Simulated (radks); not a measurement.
Ir+, 76 electrons, occupied as [Xe] 4f14 5d7 6s1. Calculated with a radial shooting solver on a logarithmic mesh with Libxc functionals: scalar-relativistic Kohn-Sham, r2SCAN, spin-unpolarised, spherical densities, finite nucleus; meta-GGA in the generalised Kohn-Sham scheme; Fermi nuclear charge, rms radius 5.4032 fm.

Normalised radial functions P(r) = r R(r), r in bohr:

r	4p	5s
0.0008862	0.0043	0.0682
0.001032	0.0055	0.0764
0.001191	0.0070	0.0848
0.001387	0.0090	0.0945
0.001615	0.0116	0.1050
0.00188	0.0149	0.1162
0.002188	0.0192	0.1280
0.002548	0.0247	0.1404
0.002942	0.0312	0.1523
0.003425	0.0400	0.1648
0.003988	0.0512	0.1768
0.004642	0.0654	0.1876
0.005404	0.0832	0.1966
0.006291	0.1055	0.2026
0.007266	0.1315	0.2045
0.008459	0.1651	0.2013
0.009847	0.2057	0.1911
0.01146	0.2541	0.1724
0.01335	0.3107	0.1437
0.01554	0.3750	0.1038
0.01809	0.4456	0.0524
0.02089	0.5155	-0.0064
0.02432	0.5878	-0.0768
0.02831	0.6507	-0.1513
0.03296	0.6939	-0.2226
0.03837	0.7040	-0.2808
0.04466	0.6659	-0.3141
0.05158	0.5723	-0.3112
0.06005	0.4031	-0.2620
0.06991	0.1606	-0.1612
0.08138	-0.1414	-0.0147
0.09474	-0.4694	0.1579
0.1103	-0.7692	0.3221
0.1274	-0.9643	0.4293
0.1483	-1.0089	0.4487
0.1726	-0.8380	0.3437
0.201	-0.4442	0.1181
0.234	0.1211	-0.1814
0.2724	0.7502	-0.4696
0.3146	1.2787	-0.6405
0.3662	1.6431	-0.6347
0.4263	1.7418	-0.4115
0.4963	1.5872	-0.0149
0.5778	1.2628	0.4525
0.6726	0.8802	0.8690
0.783	0.5359	1.1359
0.9043	0.2941	1.2075
1.053	0.1348	1.1066
1.226	0.0523	0.8857
1.427	0.0168	0.6234
1.661	0.0044	0.3860
1.934	0.0009	0.2090
2.233	0.0002	0.1023
2.6	0.0000	0.0413
3.027	0.0000	0.0140
3.523	0.0000	0.0039
4.102	0.0000	0.0008
4.775	0.0000	0.0001
5.515	0.0000	0.0000
6.42	0.0000	0.0000
7.474	0.0000	0.0000
8.701	0.0000	0.0000

4p: eigenvalue -513.56 eV, 2 radial nodes at r = 0.0760, 0.227 bohr, <r> = 0.450 bohr, 90 % of the charge inside 0.653 bohr. 5s: eigenvalue -108.41 eV, 4 radial nodes at r = 0.0206, 0.0825, 0.214, 0.499 bohr, <r> = 0.982 bohr, 90 % of the charge inside 1.41 bohr.
